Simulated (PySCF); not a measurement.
# Magnetisability and related constants of SMILES C=C[SiH2][NH2+]C, [C3H10NSi]+, charge +1

Method used: GIAO PBE0/def2-SVP magnetisability, rotational g tensor and spin-rotation constants, non-relativistic, gas phase (PySCF 2.14.0). Geometry: GFN2-xTB.

Input:
```
{"job": {"kind": "mag", "xc": "PBE0", "basis": "def2-SVP"}, "charge": 1, "multiplicity": 1}
C     -2.508735    -0.145096    -0.560702
C     -1.749916    -1.024675     0.089162
Si    -0.244526    -0.625048     1.131309
N      0.865716     0.382878    -0.090303
C      2.182504     0.766029     0.450042
H     -2.310827     0.915382    -0.563606
H     -3.377212    -0.454699    -1.119326
H     -2.048109    -2.066418     0.056174
H      0.637248    -1.753903     1.393575
H     -0.376504     0.366379     2.191560
H      1.007432    -0.160707    -0.943529
H      0.371183     1.229159    -0.376850
H      2.758560     1.333783    -0.278911
H      2.739871    -0.127944     0.717865
H      2.048902     1.372868     1.342040
```
Coordinates are in Å.

Command: `OMP_NUM_THREADS=1 python excited_run.py task.json out`

Question: Show the output.

Answer: Atoms count from 0.
```
coarse grid: 12144 points
cycle   1  E = -463.6877531157  dE =  4.577e-01  |g| = 3.163e-01  |ddm| = 3.582e+00
cycle   2  E = -463.6913006562  dE = -3.548e-03  |g| = 3.131e-01  |ddm| = 7.597e-01
cycle   3  E = -463.7188610791  dE = -2.756e-02  |g| = 4.925e-02  |ddm| = 3.669e-01
cycle   4  E = -463.7193452447  dE = -4.842e-04  |g| = 1.990e-02  |ddm| = 5.025e-02
cycle   5  E = -463.7194267102  dE = -8.147e-05  |g| = 6.508e-03  |ddm| = 1.962e-02
cycle   6  E = -463.7194373378  dE = -1.063e-05  |g| = 2.143e-03  |ddm| = 7.610e-03
cycle   7  E = -463.7194384857  dE = -1.148e-06  |g| = 5.222e-04  |ddm| = 2.165e-03
final grid: 110264 points
cycle   8  E = -463.7750125897  dE = -2.315e-05  |g| = 7.524e-03  |ddm| = 2.065e-02
cycle   9  E = -463.7750087142  dE =  3.876e-06  |g| = 8.597e-03  |ddm| = 1.354e-02
cycle  10  E = -463.7750271217  dE = -1.841e-05  |g| = 8.378e-04  |ddm| = 7.375e-03
cycle  11  E = -463.7750272885  dE = -1.668e-07  |g| = 1.905e-04  |ddm| = 8.142e-04
cycle  12  E = -463.7750272962  dE = -7.709e-09  |g| = 8.115e-05  |ddm| = 2.006e-04
cycle  13  E = -463.7750272977  dE = -1.514e-09  |g| = 2.028e-05  |ddm| = 7.578e-05
cycle  14  E = -463.7750272978  dE = -1.169e-10  |g| = 3.453e-06  |ddm| = 2.680e-05
converged SCF energy = -463.7750272978

Magnetisability tensor (1e-30 J/T^2)
     -953.77      -14.84       58.30
      -14.84     -816.22      -14.05
       58.30      -14.05     -950.86
isotropic -906.95   principal values   -1010.63   -899.04   -811.18
isotropic susceptibility -54.618 1e-6 cm^3/mol

Inertial axes            a          b          c
rot. const./GHz      8.0098     1.9947     1.7117
chi total           -56.397    -53.195    -54.262
chi diamagnetic    -237.466   -702.793   -799.183
chi paramagnetic    181.069    649.598    744.921
quadrupole/D A       12.106     -2.386     -9.720
g nuclear            0.6749     0.6121     0.6063
g electronic        -0.6814    -0.6088    -0.5990
g total             -0.0064     0.0034     0.0073

Spin-rotation constants (kHz, H = +C I.J)
atom  isotope        aa         bb         cc
  3    14N        0.315      0.085      0.060
  5     1H       -0.540     -0.110     -0.060
  6     1H        0.587     -0.210     -0.185
  7     1H       -0.391     -0.142     -0.069
  8     1H       -0.702     -0.093     -0.092
  9     1H       -0.826     -0.207      0.036
 10     1H       -1.070     -0.224     -0.043
 11     1H       -1.002     -0.102     -0.160
 12     1H       -0.627     -0.056     -0.209
 13     1H       -0.847     -0.113     -0.125
 14     1H       -0.923     -0.233     -0.004
  0    13C*       3.354      0.567      0.441
  1    13C*       2.859      0.465      0.392
  2   29Si*      -4.248     -1.069     -1.001
  4    13C*       0.842      0.292      0.258
* in the singly substituted isotopologue
```

For an ion the centre-of-mass motion in the field is neglected.

It took 12 s wall time on 1 thread of an Arm Neoverse V1, shared host, peak memory 0.57 GiB.
